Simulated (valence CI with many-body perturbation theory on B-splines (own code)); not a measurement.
# Yb XLVII: calculated level list

Level of theory: relativistic CI+MBPT: six valence electrons over a frozen Dirac-Fock core [Ar], radial functions for each j: 7 s, 7 p, 8 d, 6 f, 4 g, 1 h, with the one-electron correlation potential Σ1 (screened to all orders), the two-electron term Σ2, the three-electron term Σ3, Breit, model QED; selected single and double excitations, second order for the rest, scaled by the run's own slope (own B-spline code, finite nucleus).

No measured spectrum was set against this ion. As an estimate, large intervals hold to a few tenths of a per cent, small ones and those within an open d or f shell to about a per cent. Core correlation moves these levels by up to 13000 cm⁻¹, and in measured spectra 5 to 20 % of such shifts remained as error; rates that hang on mixing are uncertain with them. Among the levels kept, up to 1000 cm⁻¹ of a level comes from second order outside the variational space, and about a tenth of that is noise between levels of different J, which matters for small intervals. Only levels of the ground parity were solved; by the run's estimate the other parity begins above the list, which can be wrong where configurations are misplaced.

Levels 1 to 34 of 34, with energies above the lowest level, (3d3/2^4 3d5/2^2) J=4. "Leading %" is the weight of the configuration and term that name the level; weights of strongly mixed levels are sums over their largest components and can fall short, and the name can then belong to a minority configuration. In the jj column 3d3/2^4 stands for four electrons in 3d with j = 3/2. Lifetimes count E1, E2, E3, M1 and M2 decay at the calculated energies, and are blank where another channel may lead or the interval is too uncertain; long ones can be off by a factor of two.

```tsv
No.	Configuration	Term	J	E (cm⁻¹)	Leading %	Lifetime	Leading jj	g
1	3d6	3F	4	0	40		3d3/2^4 3d5/2^2 (97 %)	1.253
2	3d6	3P	2	56661	41	64.5 s	3d3/2^4 3d5/2^2 (96 %)	1.278
3	3d6	3P	0	184070	51	326 ms	3d3/2^4 3d5/2^2 (89 %)	
4	3d6	5D	3	377550	65	699 ns	3d3/2^3 3d5/2^3 (96 %)	1.354
5	3d6	5D	4	392160	44	757 ns	3d3/2^3 3d5/2^3 (96 %)	1.171
6	3d6	5D	1	413380	50	647 ns	3d3/2^3 3d5/2^3 (97 %)	1.298
7	3d6	3H	6	451140	68	92.6 ms	3d3/2^3 3d5/2^3 (99 %)	1.103
8	3d6	3G	5	451240	61	3.46 μs	3d3/2^3 3d5/2^3 (100 %)	1.125
9	3d6	3F	2	500580	48	1.10 μs	3d3/2^3 3d5/2^3 (96 %)	0.969
10	3d6	3D	3	510980	31	1.56 μs	3d3/2^3 3d5/2^3 (98 %)	1.057
11	3d6	3P	0	583940	71		3d3/2^3 3d5/2^3 (86 %)	
12	3d6	1G	4	610890	42	22.7 μs	3d3/2^3 3d5/2^3 (95 %)	1.044
13	3d6	3D	2	613310	35	4.40 μs	3d3/2^3 3d5/2^3 (89 %)	1.114
14	3d6	3P	1	616510	61	1.46 μs	3d3/2^3 3d5/2^3 (96 %)	1.167
15	3d6	3F	3	633520	55	2.27 μs	3d3/2^3 3d5/2^3 (100 %)	1.059
16	3d6	5D	2	800490	61	310 ns	3d3/2^2 3d5/2^4 (96 %)	1.439
17	3d6	5D	0	824570	62	278 ns	3d3/2^2 3d5/2^4 (96 %)	
18	3d6	3H	4	847440	42	375 ns	3d3/2^2 3d5/2^4 (98 %)	1.093
19	3d6	5D	3	873640	28	408 ns	3d3/2^2 3d5/2^4 (93 %)	1.202
20	3d6	3H	5	878190	61	676 ns	3d3/2^2 3d5/2^4 (100 %)	1.089
21	3d6	1I	6	904140	68	1.11 μs	3d3/2^2 3d5/2^4 (99 %)	1.044
22	3d6	3G	3	926890	42	605 ns	3d3/2^2 3d5/2^4 (98 %)	0.960
23	3d6	3D	1	950090	48	494 ns	3d3/2^2 3d5/2^4 (94 %)	1.007
24	3d6	1G	4	964060	52	765 ns	3d3/2^2 3d5/2^4 (96 %)	1.045
25	3d6	3F	2	972630	34	648 ns	3d3/2^2 3d5/2^4 (95 %)	1.046
26	3d6	3F	2	1057800	69	422 ns	3d3/2^2 3d5/2^4 (97 %)	0.864
27	3d6	3F	4	1090700	62	649 ns	3d3/2^2 3d5/2^4 (97 %)	1.152
28	3d6	1D	2	1227200	81	668 ns	3d3/2^2 3d5/2^4 (96 %)	1.019
29	3d6	3P	1	1270600	62	176 ns	3d3/2 3d5/2^5 (98 %)	1.492
30	3d6	1S	0	1352500	79	458 ns	3d3/2^2 3d5/2^4 (91 %)	
31	3d6	1G	4	1365800	40	258 ns	3d3/2 3d5/2^5 (96 %)	1.023
32	3d6	3P	2	1410800	34	272 ns	3d3/2 3d5/2^5 (96 %)	1.192
33	3d6	3F	3	1426100	39	293 ns	3d3/2 3d5/2^5 (97 %)	1.060
34	3d6	3P	0	1793900	59	136 ns	3d5/2^6 (95 %)
```

The ionisation energy to 3d5 4P_5/2 of the next ion comes out as 3928.9 eV (NIST: 3929 ± 4 eV (theoretical)). All 34 levels together are meant to be complete up to 1864200 cm⁻¹.
